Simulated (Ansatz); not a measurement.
Species: NbF3 (charge 0, triplet). The spin state was set by rule; other spins were not relaxed. 
Coordinates optimised at B3LYP-D3(BJ)/def2-TZVP (Ansatz, an electronic-structure program):
```xyz
4

Nb     0.0575    -0.0105    -0.0104
F      1.8657    -0.3395    -0.3366
F     -0.9303    -0.4178     1.5486
F     -1.1974     0.8049    -1.1647
```
Charge 0, spin multiplicity 3.

Dipole moments at this geometry, in debye (magnitudes).

```csv
level,program,dipole (D)
SVWN5/def2-TZVPD,Ansatz,1.00
BLYP/def2-TZVPD,Ansatz,1.01
revPBE/def2-TZVPD,Ansatz,?
B3LYP/def2-TZVPD,Ansatz,1.11
BHLYP/def2-TZVPD,Ansatz,1.23
CAM-B3LYP/def2-TZVPD,Ansatz,1.17
LC-wPBE/def2-TZVPD,Ansatz,1.21
wB97M-V/def2-TZVPD,Ansatz,1.18
CCSD(T)/def2-SVPD,Ansatz,?
```

Task: What belongs in the gaps?

Result: 
- revPBE/def2-TZVPD, dipole (D): 1.02
- CCSD(T)/def2-SVPD, dipole (D): 1.24
